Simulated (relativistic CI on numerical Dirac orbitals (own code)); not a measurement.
# Slater and spin-orbit integrals, Ag XLVI

Method of calculation: Dirac-Coulomb-Breit CI, KLI orbitals optimised for each configuration, model QED (radiative potential, 1s self-energy scaled to tabulated hydrogen-like ionisation energies), unscaled Slater integrals (own radial code, finite nucleus).

Slater integrals F^k, G^k are unscaled and averaged over j, outside the closed core (none); ζ comes from projecting the Hamiltonian with its Breit term on Σ l·s of the shell.

- 1s2s: G^0(1s,2s) = 248040 cm⁻¹; <r>(1s) = 0.03068, <r^2>(1s) = 0.001269, <r>(2s) = 0.1238, <r^2>(2s) = 0.018 (bohr units).
- 1s2p: G^1(1s,2p) = 501770, ζ(2p) = 1.1871e+06 cm⁻¹; <r>(1s) = 0.03068, <r^2>(1s) = 0.001269, <r>(2p) = 0.1056, <r^2>(2p) = 0.01346 (bohr units).
- 1s3s: G^0(1s,3s) = 64900 cm⁻¹; <r>(1s) = 0.03065, <r^2>(1s) = 0.001267, <r>(3s) = 0.2823, <r^2>(3s) = 0.09082 (bohr units).

Averages of the first 10 configurations, taken without configuration mixing, which lowers the lowest level and can move excited configurations by several eV; other configurations of the list can lie among them:

| Configuration | Parity | States | Average energy above the lowest level (eV) |
| --- | --- | --- | --- |
| 1s² | even | 1 | 0.1 |
| 1s2s | even | 4 | 22559.7 |
| 1s2p | odd | 12 | 22756.1 |
| 1s3s | even | 4 | 26781.5 |
| 1s3p | odd | 12 | 26838.8 |
| 1s3d | even | 20 | 26877.7 |
| 1s4s | even | 4 | 28244.3 |
| 1s4p | odd | 12 | 28268.3 |
| 1s4d | even | 20 | 28284.6 |
| 1s4f | odd | 28 | 28290.6 |
